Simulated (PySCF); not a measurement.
Computed with UPBE0 in PySCF with Tl def2-SVP with ECP60, Br def2-SVP; scalar-relativistic core potentials, no spin–orbit coupling; density-fitted integrals.

```xyz
3
charge 0 multiplicity 2, angstrom
Tl    0.0000    0.0000   -0.4435
Br    2.4509    0.0000    0.5754
Br   -2.4509    0.0000    0.5754
```

TlBr₂ (doublet), along the line from Tl1 (at 0) through Br2 (at 2.654 Å). Core electrons replaced by a potential are absent, the electrostatic potential uses the reduced nuclear charge, and values within about 0.7 Å of such atoms have no physical meaning.

Task: Tabulate the fields along this line at -0.93, -0.80, 0.80, 0.93, 1.06, 1.19, 1.33, 1.46, 1.59, 1.73, 1.86, 1.99, 2.12, 2.26, 2.39, 2.52, 2.79, 2.92, 3.05, 3.19, 3.32, 3.45, 3.58, 3.72, 3.85, 3.98, 4.11, 4.25 Å.

Result: 
```csv
distance (Å),electron density (e/Å³),spin density (e/Å³),electron localisation function,electrostatic potential (V)
-0.93,1.07,0.055,0.395,22.9
-0.80,2.21,0.068,0.498,38.1
0.80,2.18,0.0343,0.472,38.6
0.93,1.05,0.0108,0.326,23.6
1.06,0.593,-0.00554,0.232,15.5
1.19,0.414,-0.0108,0.201,11
1.33,0.375,-0.00416,0.268,9.07
1.46,0.428,0.0161,0.462,9.18
1.59,0.56,0.0521,0.641,11.6
1.73,0.777,0.103,0.652,17.5
1.86,1.09,0.159,0.501,28.7
1.99,1.62,0.187,0.222,49
2.12,3.71,0.134,0.19,86.7
2.26,16.1,0.00858,0.601,168
2.39,73.1,0.214,0.77,418
2.52,256,0.094,0.285,1620
2.79,256,0.153,0.284,1620
2.92,73.1,0.2,0.77,418
3.05,16.1,0.00271,0.597,168
3.19,3.75,0.0991,0.198,85.9
3.32,1.63,0.159,0.249,48
3.45,1.04,0.154,0.549,27.5
3.58,0.681,0.121,0.713,15.9
3.72,0.427,0.0845,0.77,9.27
3.85,0.259,0.0554,0.754,5.41
3.98,0.154,0.0354,0.678,3.15
4.11,0.0925,0.0224,0.562,1.8
4.25,0.0561,0.0143,0.439,0.991
```

On a grid of 0.13 Å the density has a local minimum along the bond near 1.33 Å from Tl, at 0.38 e/Å³, where the ELF is 0.27.

With an element this heavy the missing spin–orbit coupling can shift these numbers.
